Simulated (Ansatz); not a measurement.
Consider the formal hydrolysis of a B–S bond: `CSB[TeH]` + H₂O → `OB[TeH]` + CH₃SH.

Computed with Ansatz on PBE0-D4/def2-TZVP structures; ΔE is electronic, products minus reactants. CBS: MP2 limit from def2 TZ/QZ plus the TZ coupled-cluster correction, frozen cores. This one scheme is used for every species. DFT in def2-TZVPP. B3LYP here is the variant with VWN-RPA as its local correlation; programs differ in this. def2 core potentials past Kr. For Te outer-core shells are correlated without core-valence functions, which leaves a few kJ/mol of doubt a bond. Each species was taken in one conformer, which may not be the lowest.

Q: Is it downhill or uphill in electronic energy at CCSD(T)/CBS, and by how much? (An estimate is asked.)

A: Computed: Downhill: ΔE = -0.24 eV.

Q: What do these levels give: r2SCANh-D4, ωB97M-V, PBE, revPBE, PBE0, B3LYP, r2SCAN0, CAM-B3LYP, RPA@PBE/def2-TZVPP, MP2/def2-SVP, SCS-MP2/def2-QZVPP, CCSD/CBS(def2)? (An estimate is asked.)

A: Computed: r2SCANh-D4 -0.29, ωB97M-V -0.35, PBE -0.27, revPBE -0.29, PBE0 -0.30, B3LYP -0.42, r2SCAN0 -0.31, CAM-B3LYP -0.46, RPA@PBE/def2-TZVPP -0.32, MP2/def2-SVP -0.44, SCS-MP2/def2-QZVPP -0.28, CCSD/CBS(def2) -0.29 eV.

Largest T1 diagnostic among the species: 0.013.

At CCSD(T), def2-SVP lies −0.24 eV from the extrapolated value and def2-TZVPP −0.06 eV. The D4 term adds +0.09 eV with B3LYP and +0.05 eV with PBE0; it sums over pairs of atoms, weighted by their polarisabilities, and B3LYP, whose exchange is more repulsive, gets the larger term.
